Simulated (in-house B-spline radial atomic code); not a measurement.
Results of a calculation; reference values are marked as such.
## C6 from the polarisability at imaginary frequency: Zr4+

BLYP linear response of the closed shell [Ar] 3d10 4s2 4p6, from a B-spline radial code for spherical atoms; scalar-relativistic (spin-free one-electron X2C), finite nucleus, no spin-orbit coupling; shells from n = 2 respond.

The dispersion coefficient of two like species is C6 = (3/π) ∫ α(iu)² du from 0 to ∞.

```tsv
u (hartree)	α(iu) (bohr³)
0	3.007
0.335	2.869
0.783	2.386
1.34	1.724
2.24	1.013
3.35	0.5931
5.03	0.3313
7.83	0.1758
11.2	0.1057
16.8	0.05855
28	0.02641
55.9	0.008162
```

Question: Fit one oscillator, α(iu) = α(0)/(1 + u²/ω²), through u = 2.24 and estimate C6.

Answer: From α(0)/α(iu) − 1 = 3.007/1.013 − 1 = 1.9684, ω = u/√1.9684 = 1.5966 hartree (43.4 eV). London's formula gives C6 = (3/4) α(0)² ω = 0.75 × 3.007² × 1.5966 = 10.83 hartree·bohr⁶, and the oscillator holds f = α(0) ω² = 7.67 electrons, of a sum of oscillator strengths of 34.6.

Question: How does that compare with the full integral?

Answer: The program's quadrature over all excitations gives C6 = 10.86, so the single oscillator is off by -0.3 %. At the last point the fit gives α = 0.00245 against 0.00816: higher excitations, and deeper shells where there are any, keep the true curve higher at large u.
